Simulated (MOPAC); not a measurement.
Job for MOPAC: PM3 on CH5NOSn (SMILES C[O][Sn][NH2]), a point of a torsion scan.

```
PM3 1SCF PRECISE CHARGE=0 THREADS=1
CH5NOSn

C     -1.85244228 1    -0.22070452 1     0.18879933 1
O     -0.45949055 1    -0.12531756 1     0.20246314 1
Sn     1.10505939 1     0.37480150 1     1.45137791 1
N      2.44173701 1     0.01831124 1    -0.04575112 1
H     -2.33061755 1     0.74033447 1     0.40219423 1
H     -2.21802491 1    -0.95959136 1     0.90866297 1
H     -2.16058247 1    -0.53894744 1    -0.81134132 1
H      2.12831001 1    -0.28358167 1    -0.95970173 1
H      3.44996122 1     0.08695694 1    -0.06107240 1
```

The log:

```
*******************************************************************************
 **                                                                           **
 **                              MOPAC v23.2.5                                **
 **                                                                           **
 *******************************************************************************
 ** MOPAC's Digital Object Identifier: https://doi.org/10.5281/zenodo.6511958 **
 **                                                                           **
 ** Please cite the open-source release paper for use of this MOPAC version:  **
 ** J. E. Moussa and J. J. P. Stewart (2026)                                  **
 ** MOPAC: An open-source semiempirical molecular orbital program             **
 ** J. Open Source Softw., 11(119), 8025, https://doi.org/10.21105/joss.08025 **
 *******************************************************************************

                              PM3 CALCULATION RESULTS

 *******************************************************************************
 *  PM3        - The PM3 Hamiltonian to be used
 *
 *
 *
 *                 CHARGE ON SYSTEM = 0
 *
 *
 *
 *  PRECISE    - TIGHTER CRITERIA TO BE USED
 *  1SCF       - DO 1 SCF AND THEN STOP
 *  THREADS=1  - MULTI-THREADING NOT USED
 *  T=         - A TIME OF 172800.0 SECONDS REQUESTED
 *  DUMP=N     - RESTART FILE WRITTEN EVERY 7200.0 SECONDS REQUESTED
 *******************************************************************************
PM3 1SCF PRECISE CHARGE=0 THREADS=1
 CH5NOSn

   ATOM   CHEMICAL          X               Y               Z
  NUMBER   SYMBOL      (ANGSTROMS)     (ANGSTROMS)     (ANGSTROMS)

     1       C         -1.85244228  *  -0.22070452  *   0.18879933  *
     2       O         -0.45949055  *  -0.12531756  *   0.20246314  *
     3      Sn          1.10505939  *   0.37480150  *   1.45137791  *
     4       N          2.44173701  *   0.01831124  *  -0.04575112  *
     5       H         -2.33061755  *   0.74033447  *   0.40219423  *
     6       H         -2.21802491  *  -0.95959136  *   0.90866297  *
     7       H         -2.16058247  *  -0.53894744  *  -0.81134132  *
     8       H          2.12831001  *  -0.28358167  *  -0.95970173  *
     9       H          3.44996122  *   0.08695694  *  -0.06107240  *



          CARTESIAN COORDINATES

    NO.       ATOM           X           Y           Z

     1         C         -1.8524     -0.2207      0.1888
     2         O         -0.4595     -0.1253      0.2025
     3        Sn          1.1051      0.3748      1.4514
     4         N          2.4417      0.0183     -0.0458
     5         H         -2.3306      0.7403      0.4022
     6         H         -2.2180     -0.9596      0.9087
     7         H         -2.1606     -0.5389     -0.8113
     8         H          2.1283     -0.2836     -0.9597
     9         H          3.4500      0.0870     -0.0611

  H: (PM3): J. J. P. STEWART, J. COMP. CHEM. 10, 209 (1989).
  C: (PM3): J. J. P. STEWART, J. COMP. CHEM. 10, 209 (1989).
  N: (PM3): J. J. P. STEWART, J. COMP. CHEM. 10, 209 (1989).
  O: (PM3): J. J. P. STEWART, J. COMP. CHEM. 10, 209 (1989).
 Sn: (PM3): J. J. P. STEWART, J. COMP. CHEM. 12, 320-341 (1991).

           Empirical Formula: C H5 N O Sn  =     9 atoms



      MOLECULAR POINT GROUP   :   Cs


      RHF CALCULATION, NO. OF DOUBLY OCCUPIED LEVELS = 12


 -------------------------------------------------------------------------------
 PM3 1SCF PRECISE CHARGE=0 THREADS=1
 CH5NOSn



     1SCF WAS SPECIFIED, SO BFGS WAS NOT USED
     SCF FIELD WAS ACHIEVED


                              PM3 CALCULATION
                                                       MOPAC v23.2.5 Linux




          FINAL HEAT OF FORMATION =        -35.45324 KCAL/MOL =    -148.33634 KJ/MOL


          COSMO AREA              =        128.45 SQUARE ANGSTROMS
          COSMO VOLUME            =        117.11 CUBIC ANGSTROMS

          IONIZATION POTENTIAL    =          8.955204 EV
          HOMO LUMO ENERGIES (EV) =         -8.955 -0.825
          NO. OF FILLED LEVELS    =         12
          MOLECULAR WEIGHT        =        165.7466         POINT GROUP:  Cs

          MOLECULAR DIMENSIONS (Angstroms)

            Atom       Atom       Distance
            H     9    H     6     5.84480
            H     7   Sn     3     2.80837
            H     8    H     5     1.73539


          SCF CALCULATIONS        =          1





   ATOM   CHEMICAL          X               Y               Z
  NUMBER   SYMBOL      (ANGSTROMS)     (ANGSTROMS)     (ANGSTROMS)

     1       C         -1.85244228  *  -0.22070452  *   0.18879933  *
     2       O         -0.45949055  *  -0.12531756  *   0.20246314  *
     3      Sn          1.10505939  *   0.37480150  *   1.45137791  *
     4       N          2.44173701  *   0.01831124  *  -0.04575112  *
     5       H         -2.33061755  *   0.74033447  *   0.40219423  *
     6       H         -2.21802491  *  -0.95959136  *   0.90866297  *
     7       H         -2.16058247  *  -0.53894744  *  -0.81134132  *
     8       H          2.12831001  *  -0.28358167  *  -0.95970173  *
     9       H          3.44996122  *   0.08695694  *  -0.06107240  *

                             CARTESIAN COORDINATES

   1    C       -1.852442280    -0.220704520     0.188799330
   2    O       -0.459490550    -0.125317560     0.202463140
   3   Sn        1.105059390     0.374801500     1.451377910
   4    N        2.441737010     0.018311240    -0.045751120
   5    H       -2.330617550     0.740334470     0.402194230
   6    H       -2.218024910    -0.959591360     0.908662970
   7    H       -2.160582470    -0.538947440    -0.811341320
   8    H        2.128310010    -0.283581670    -0.959701730
   9    H        3.449961220     0.086956940    -0.061072400


           Empirical Formula: C H5 N O Sn  =     9 atoms



      MOLECULAR POINT GROUP   :   Cs


                  EIGENVALUES
 -35.67188 -27.61560 -25.60614 -16.17057 -14.95300 -14.67084 -14.60126 -13.64511
 -10.91286 -10.40302  -9.38678  -8.95520  -0.82460   0.53719   0.79877   4.39783
   4.48212   5.00464   5.08570   5.41738   6.29250


              NET ATOMIC CHARGES AND DIPOLE CONTRIBUTIONS

  ATOM NO.   TYPE          CHARGE      No. of ELECS.   s-Pop       p-Pop
    1          C           0.186481        3.8135     1.10879     2.70473
    2          O          -0.650024        6.6500     1.82028     4.82974
    3         Sn           0.736585        3.2634     1.79315     1.47027
    4          N          -0.366191        5.3662     1.44779     3.91840
    5          H          -0.016463        1.0165     1.01646
    6          H          -0.015959        1.0160     1.01596
    7          H           0.006681        0.9933     0.99332
    8          H           0.055343        0.9447     0.94466
    9          H           0.063546        0.9365     0.93645
 DIPOLE           X         Y         Z       TOTAL
 POINT-CHG.     1.294     1.436     4.351     4.761
 HYBRID        -0.151    -1.096    -3.554     3.722
 SUM            1.143     0.340     0.798     1.434


          ATOMIC ORBITAL ELECTRON POPULATIONS

     Atom    s        px        py        pz
    1  C   1.10879   0.80315   0.94202   0.95957
    2  O   1.82028   1.20776   1.85068   1.77130
    3 Sn   1.79315   0.42489   0.40629   0.63909
    4  N   1.44779   1.07261   1.67390   1.17189
    5  H   1.01646
    6  H   1.01596
    7  H   0.99332
    8  H   0.94466
    9  H   0.93645

 **********************
 *                    *
 * JOB ENDED NORMALLY *
 *                    *
 **********************




 == MOPAC DONE ==
```

The run finished.

Cost: roughly 0.03 core-seconds.
